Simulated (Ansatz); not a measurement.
I4Si (`I[Si](I)(I)I`) at its PBE0-D4/def2-TZVP geometry, where that method's forces vanish. Charge 0, multiplicity 1. I: def2 effective core potential.

```csv
atom,x (Å),y (Å),z (Å)
I1,0.3699,-2.1045,-1.1540
Si2,0.0000,0.0000,0.0000
I3,-1.0681,-0.4265,2.1389
I4,2.1299,1.1081,0.3654
I5,-1.4317,1.4229,-1.3503
```

(1) For each bond, give half the difference of the two atoms' forces along it (eV/Å; positive pushes the atoms apart) under PBE-D4, r2SCAN-D4, B3LYP-D4, ωB97M-V in def2-TZVPP. (Estimate.)

## Answers

(1) The calculation gave: 
| bond | length (Å) | PBE-D4 | r2SCAN-D4 | B3LYP-D4 | ωB97M-V |
| --- | --- | --- | --- | --- | --- |
| I1–Si2 | 2.429 | 0.14 | 0.07 | 0.15 | -0.06 |
| Si2–I3 | 2.429 | 0.14 | 0.07 | 0.15 | -0.06 |
| Si2–I4 | 2.429 | 0.14 | 0.07 | 0.15 | -0.06 |
| Si2–I5 | 2.429 | 0.14 | 0.07 | 0.15 | -0.06 |

B3LYP here is the variant with VWN-RPA as its local correlation; programs differ in this.

Results of the Gaussian-basis code of Ansatz.
